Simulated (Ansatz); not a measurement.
Kohn–Sham single points on C₂H₅FO₂Si (`O[Si@@H](F)[C@@H]1CO1`).

```yaml
crystal:
  periodic: [false, false, false]
  atoms:
    - {symbol: O, position_ang: [0.661020, -0.732917, 1.740797]}
    - {symbol: Si, position_ang: [-0.700813, -0.065852, 1.150061]}
    - {symbol: F, position_ang: [-1.178495, 1.184321, 2.018343]}
    - {symbol: C, position_ang: [-0.301712, 0.556742, -0.564201]}
    - {symbol: C, position_ang: [0.498225, -0.281278, -1.466743]}
    - {symbol: O, position_ang: [1.114205, 0.770501, -0.758624]}
    - {symbol: H, position_ang: [1.472995, -0.328272, 1.418665]}
    - {symbol: H, position_ang: [-1.779597, -1.069899, 1.219088]}
    - {symbol: H, position_ang: [-0.918457, 1.319549, -1.037282]}
    - {symbol: H, position_ang: [0.409411, -0.125595, -2.538533]}
    - {symbol: H, position_ang: [0.788620, -1.284102, -1.160971]}
basis:
  gaussian: {orbitals: def2-TZVPP}
hamiltonian: {xc: {name: wB97X-V}}
output: {orbitals: {seedname: orbitals}}
```

```sh
$ ansatz run in.yaml --threads 4 --pin off --events-out ev --progress --plain --max-ram 10444MiB
```

Shortened log:

```
Functional definition: wB97X-V
1404 factors; their error is unknown
316 factors; integrals over basis functions are off by at most 9.1e-6 eV
mean field evaluation 1: about -16840.2254 eV, gradient 6.0e1 eV
mean field evaluation 2: about -16840.1851 eV, gradient 6.4e1 eV
mean field evaluation 4: about -16846.0986 eV, gradient 2.6e0 eV
mean field evaluation 8: about -16846.1244 eV, gradient 3.6e-2 eV
mean field evaluation 16: about -16846.1303 eV, gradient 1.8e-4 eV
mean field -16846.13028028 eV, -619.0838690830 hartree, gradient 4.8e-5 eV, S^2 0.000000; 0 other end points of the search recorded, 0 dependent functions left out
reference -16846.13027833 eV, -619.0838690114 hartree; 28, 28 occupied and 239, 239 virtual orbitals, 1404 factors
Total energy: -16846.13027833 eV, -619.0838690114 hartree
```

Run time 7.5 s (4 threads of an Arm Neoverse V2 on a shared host); peak host memory 0.85 GiB.

The same input with `hamiltonian: {xc: {name: wB97M-V}}` and forces (abridged; 11 s):

```
Functional definition: wB97M-V
mean field evaluation 16: about -16846.9787 eV, gradient 2.4e-4 eV
mean field -16846.97869369 eV, -619.1150477008 hartree, gradient 7.0e-5 eV, S^2 0.000000
Total energy: -16846.97874108 eV, -619.1150494423 hartree
Atom 0 force     0.115825    -0.007975    -0.011358 eV/Å
Atom 1 force    -0.161802    -0.181777    -0.118006 eV/Å
Atom 2 force    -0.039053     0.108165     0.062505 eV/Å
Atom 3 force    -0.316767     0.101262     0.097488 eV/Å
Atom 4 force    -0.008917    -0.288000    -0.248525 eV/Å
Atom 5 force     0.243984     0.155520     0.091050 eV/Å
Atom 6 force    -0.017058    -0.023659     0.020424 eV/Å
Atom 7 force     0.130918     0.124540    -0.017537 eV/Å
Atom 8 force     0.060802    -0.066975     0.036960 eV/Å
Atom 9 force     0.014584    -0.014122     0.107640 eV/Å
Atom 10 force    -0.022516     0.093022    -0.020640 eV/Å
Dipole moment:    -0.049949    -0.186855    -0.476217 e Å
```
